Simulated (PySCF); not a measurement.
# Calibrating a computed adiabatic ionisation energy

Energies: ωB97X-D3(BJ)/ma-def2-TZVP (PySCF, density fitting, integration grid level 2) on PBE0-D3(BJ)/def2-SVP structures. The prefix ma- adds one diffuse s and one diffuse p function on all atoms but H. ωB97X-D3(BJ) is ωB97X-V with D3(BJ) in place of VV10. Zero-point energies come from unscaled PBE0-D3(BJ)/def2-SVP harmonic frequencies.

```
                            molecule  computed / eV  measured / eV
nitric oxide, `[N]=O` (NO•, doublet)           9.57           9.26
  hydrogen selenide, `[SeH2]` (H2Se)           9.90              ?
         hydrogen sulfide, `S` (H2S)          10.48          10.46
     phosphorous nitride, `N#P` (NP)          11.96          11.88
                    water, `O` (H2O)          12.57          12.62
  sulfur trioxide, `O=S(=O)=O` (O3S)          12.96          12.80
```

Problem. Fit a straight line to the complete rows and predict the measured value of hydrogen selenide, `[SeH2]` (H2Se).

Solution. measured = -0.670 + 1.049·computed (5 points, rms 0.11 eV, correlation 0.997). At 9.90 this gives 9.72 eV; the measured value is 9.89 eV, so the fit is off by 0.17.

Measured values: NIST Chemistry WebBook, evaluated or the median of agreeing entries.

Notes. sulfur trioxide: O1 and O4 are equivalent in the parent, but the relaxed radical cation is symmetry-broken (D3h to C2v), as a Jahn-Teller-type distortion or an artefact of the method; its spin populations, distances and adiabatic value belong to that structure.

(hydrogen selenide) Structures, frequencies and single points took 22 s of wall time on 1 thread of Intel Xeon Platinum 8488C (shared host), launched as `OMP_NUM_THREADS=1 python redox_run.py task.json out`.
